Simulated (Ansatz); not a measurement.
C2H8BGeN (`B[CH]([GeH3])C=N`), relaxed with RKS PBE0-D4/def2-TZVP in Ansatz from a PBE-D4/def2-SVP geometry. The force threshold is 0.005 eV/Å; the program also tests the step.

Total charge 0; spin multiplicity 1.

Start:

```xyz
13

B     0.637   -1.388   -0.505
C    -0.433   -0.319   -0.224
Ge    1.007    1.119   -0.514
C    -0.995   -0.156    1.154
N    -2.200    0.123    1.489
H     1.342   -1.793    0.403
H     0.833   -1.787   -1.638
H    -1.180   -0.127   -1.022
H     2.328    0.503   -1.050
H     1.267    1.789    0.853
H     0.436    2.103   -1.560
H    -0.266   -0.334    1.978
H    -2.776    0.267    0.636
```

| step | energy (eV) | largest force (eV/Å) | largest move (Å) |
| --- | --- | --- | --- |
| 1 | -60876.8847 | 0.881 | 0.000 |
| 2 | -60876.9318 | 0.259 | 0.040 |
| 3 | -60876.9346 | 0.123 | 0.024 |
| 4 | -60876.9364 | 0.032 | 0.011 |
| 5 (rejected) | -60876.9364 | 0.067 | 0.010 |
| 6 | -60876.9367 | 0.021 | 0.005 |
| 7 | -60876.9367 | 0.014 | 0.005 |
| 8 | -60876.9368 | 0.007 | 0.010 |
| 9 | -60876.9368 | 0.010 | 0.025 |
| 10 | -60876.9368 | 0.007 | 0.010 |
| 11 | -60876.9368 | 0.004 | 0.002 |

End:

```xyz
13

B     0.620   -1.396   -0.509
C    -0.419   -0.312   -0.229
Ge    0.988    1.129   -0.506
C    -0.966   -0.163    1.143
N    -2.153    0.120    1.475
H     1.295   -1.818    0.388
H     0.816   -1.775   -1.626
H    -1.163   -0.123   -1.006
H     2.313    0.508   -0.986
H     1.209    1.830    0.836
H     0.448    2.078   -1.580
H    -0.252   -0.349    1.952
H    -2.737    0.271    0.649
```

Hardware: 2 threads of an AMD EPYC 7R13 on a shared host and a share of an NVIDIA H100 80 GB. Wall time 33 s, peak host memory 0.85 GiB.
